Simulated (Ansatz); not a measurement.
Reaction R1 → 2 P1, each structure at its B3LYP-D3(BJ)/def2-TZVP stationary point, reached from a drawn start (curvature not checked).
P1: O atom, charge 0, multiplicity 3.
R1: O2 (SMILES O=O), charge 0, multiplicity 3.

P less R. No zero-point or thermal terms; open shells are unrestricted; no spin–orbit coupling.

Cores are frozen in the correlated methods.

Run with Ansatz (an electronic-structure program) with Gaussian orbitals. All values are computed, each at the level named.

```
level              reaction energy (kcal/mol)
-----------------  --------------------------
HF/cc-pVTZ                              32.76
HF/cc-pVQZ                              33.49
SVWN5/def2-TZVPP                       174.97
revPBE/def2-TZVPP                      134.89
PBE0/def2-TZVPP                        124.37
SCS-MP2/cc-pVDZ                        104.03
CCSD(T)/cc-pVDZ                        104.00
CCSD(T)/cc-pVTZ                           ___
CCSD(T)/cc-pVQZ                           ___
```

Question: What belongs in the gaps?

Answer: 
- CCSD(T)/cc-pVTZ, reaction energy (kcal/mol): 113.60
- CCSD(T)/cc-pVQZ, reaction energy (kcal/mol): 117.18
